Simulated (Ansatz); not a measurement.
Compare A (`C[Si](C)(F)I`) with its isomer B (`C[SiH](I)CF`).

Gas-phase electronic energies from Ansatz, PBE0-D4/def2-TZVP geometries. CCSD(T)/CBS is the MP2 limit (def2-TZVPP, def2-QZVPP) plus CCSD(T) − MP2 in def2-TZVPP, frozen cores. DFT in def2-TZVPP. B3LYP here is the variant with VWN-RPA as its local correlation; programs differ in this. def2 core potentials past Kr. For I outer-core shells are correlated without core-valence functions, which leaves a few kJ/mol of doubt a bond. One conformer a species, not always the lowest.

**Question.** Which is lower in electronic energy at CCSD(T)/CBS, and by how much? (Best estimate.)

**Answer.** Computed: A, by 263.0 kJ/mol.

**Question.** Give E(B) − E(A) in kJ/mol with B3LYP-D4, B2PLYP, PBE-D4, CCSD(T)/def2-TZVPP, B3LYP, MP2/def2-TZVPP, r2SCAN-D4. (Estimate.)

**Answer.** Computed: B3LYP-D4 253.8, B2PLYP 259.3, PBE-D4 245.4, CCSD(T)/def2-TZVPP 259.2, B3LYP 251.8, MP2/def2-TZVPP 270.8, r2SCAN-D4 260.9. None reverses the order clearly.

Largest T1 diagnostic: 0.010.

From PBE to PBE0 (25 % exact exchange), in def2-TZVPP and without D4, E(B) − E(A) moves by +7.2 kJ/mol.
